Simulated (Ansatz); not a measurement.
`BN[SiH2]CO` + `NCS` → `NCSCO` + `BN[SiH3]`  (substitution at a C–Si bond)

Computed with Ansatz on PBE0-D4/def2-TZVP structures; ΔE is electronic, products minus reactants. CBS: MP2 limit from def2 TZ/QZ plus the TZ coupled-cluster correction, frozen cores. Functionals use def2-TZVPP. B3LYP here is the variant with VWN-RPA as its local correlation; programs differ in this. One conformer a species, not always the lowest.

`BN[SiH2]CO`:

```xyz
13

B    -1.903   -0.072   -1.257
N    -0.883   -0.937   -0.851
Si    0.703   -0.428   -0.319
C     0.650    0.407    1.371
O     1.918    0.961    1.705
H    -1.679    1.108   -1.273
H    -2.972   -0.504   -1.580
H    -1.081   -1.927   -0.845
H     1.575   -1.631   -0.279
H     1.266    0.559   -1.280
H    -0.150    1.161    1.408
H     0.418   -0.326    2.148
H     2.139    1.630    1.052
```

`NCS`:

Z-matrix (Å, degrees):
```
C
S 1 1.811
N 1 1.444 2 112.7
H 1 1.097 2 107.3 3 -128.3
H 1 1.092 2 104.7 3 117.9
H 2 1.342 1 96.7 3 83.9
H 3 1.012 1 111.0 2 -65.0
H 3 1.014 1 110.4 2 175.5
```

`NCSCO`:

Cartesian coordinates in Å:
```
N -1.563 0.111 -1.762
C -0.685 -0.378 -0.745
S -0.374 0.839 0.601
C 0.929 -0.027 1.497
O 2.140 -0.132 0.800
H -2.472 0.350 -1.388
H -1.184 0.931 -2.216
H -1.113 -1.274 -0.291
H 0.281 -0.638 -1.177
H 1.036 0.512 2.445
H 0.608 -1.047 1.715
H 2.396 0.753 0.521
```

`BN[SiH3]`:

```xyz
9

B    -1.185    0.830   -0.579
N     0.046    0.169   -0.630
Si    0.835   -0.669    0.682
H    -1.794    0.845    0.452
H    -1.610    1.366   -1.563
H     0.529    0.179   -1.519
H     1.049   -2.098    0.329
H    -0.037   -0.557    1.872
H     2.166   -0.066    0.955
```

```
             level  ΔE (kJ/mol)  difference from CCSD(T)/CBS
            PBE-D4         -4.0                         -4.5
           PBE0-D4         -1.7                         -2.2
           ωB97X-V         -0.4                         -0.9
           ωB97M-V          1.9                          1.4
            r2SCAN         -3.8                         -4.3
              PBE0         -1.8                         -2.3
             B3LYP         -1.0                         -1.5
     HF/def2-TZVPP          0.2                         -0.3
    MP2/def2-TZVPP         -2.1                         -2.6
SCS-MP2/def2-TZVPP         -1.6                         -2.1
   CCSD/def2-TZVPP          2.9                          2.4
CCSD(T)/def2-TZVPP          0.7                          0.2
     HF/def2-QZVPP          0.9                          0.4
    MP2/def2-QZVPP         -2.0                         -2.5
     MP2/CBS(def2)         -2.3                         -2.8
    CCSD/CBS(def2)          2.7                          2.2
       CCSD(T)/CBS          0.5                            0
```

Largest T1 diagnostic among the species: 0.012.
